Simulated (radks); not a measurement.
Results of a calculation; reference values are marked as such.
Excited configurations of Re XLIV: one electron is placed in a higher orbital outside [Ar] 3d10 4s2 4p1. The ground configuration is [Ar] 3d10 4s2 4p2. Level of theory: Dirac Kohn-Sham, PBEsol, spin-unpolarised, spherical densities, finite nucleus; open shells fill j = l - 1/2 first; Fermi nuclear charge, rms radius 5.3698 fm (a radial shooting solver on a logarithmic mesh with Libxc functionals). Excitation = E - E(ground); binding = E(ion) - E, where the ion is the core of charge +44; n* = 44/sqrt(2 binding) in atomic units. These energies are relativistic, and a one-electron ion of charge +44 with no core already has n* below n in this formula (Dirac formula, point nucleus: 4d3/2 3.984, 5s1/2 4.955, 5p1/2 4.955, 5f5/2 4.991, 6s1/2 5.954, 7d3/2 6.980, 7f5/2 6.988). The quantum defect is therefore taken as that value minus n*, so that it holds no relativistic shift of the bare ion.

\begin{tabular}{lrrrrrr}
outer orbital & excitation (eV) & binding (eV) & n* & quantum defect & eigenvalue (eV) & <r> (bohr) \\ \hline
4d3/2 & 263.48 & 1984.5 & 3.643 & 0.341 & -1955.3 & 0.3906 \\
5s1/2 & 864.28 & 1383.7 & 4.363 & 0.592 & -1367.5 & 0.6520 \\
5p1/2 & 911.83 & 1336.2 & 4.440 & 0.515 & -1320.0 & 0.6537 \\
5f5/2 & 1124.2 & 1123.8 & 4.841 & 0.149 & -1107.4 & 0.6598 \\
6s1/2 & 1332.3 & 915.71 & 5.363 & 0.590 & -905.89 & 0.9837 \\
7d3/2 & 1654.2 & 593.82 & 6.660 & 0.319 & -587.46 & 1.448 \\
7f5/2 & 1683.2 & 564.77 & 6.829 & 0.159 & -558.36 & 1.454 \\
\end{tabular}

The Delta-SCF ionisation energy is 2248.0 eV (NIST Atomic Spectra Database: 2240 eV, theoretical). Self-interaction in the functional shifts the binding energies and quantum defects, so they are the method's values and not measured ones. Spin polarisation and multiplet splitting are left out, so open shells lie too high by an amount that depends on their filling.

Beside tabulated values, note that spin-unpolarised runs miss the spin-polarisation part of the exchange energy of open shells.
